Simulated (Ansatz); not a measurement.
```yaml
atoms:
  - { symbol: C, position_ang: [0.0000, 0.0000, -1.3078] }
  - { symbol: C, position_ang: [0.0000, 0.0000, 0.0000] }
  - { symbol: C, position_ang: [0.0000, 0.0000, 1.3078] }
  - { symbol: H, position_ang: [0.0000, -0.9368, -1.8749] }
  - { symbol: H, position_ang: [0.0000, 0.9368, -1.8749] }
  - { symbol: H, position_ang: [-0.9368, 0.0000, 1.8749] }
  - { symbol: H, position_ang: [0.9368, 0.0000, 1.8749] }
```

Basis set: 6-31G* (spherical functions). Left uncorrelated: 3 orbitals. Charge 0, multiplicity 1.

Computed with Ansatz (development build ahead of 0.2.0); each method stands on the lowest determinant of its kind that the runs found. Restricted open shells among the atoms or ions are ROHF, correlated in semicanonical orbitals with singles.

Problem. Give the atomization energy at this shape (free ground-state atoms in the same class of orbitals less the molecule, no zero-point energy) of singlet C3H4 by RHF-MP2, RHF.

Solution.

```tsv
method	atomization energy
RHF-MP2	28.38 eV
RHF	22.74 eV
```
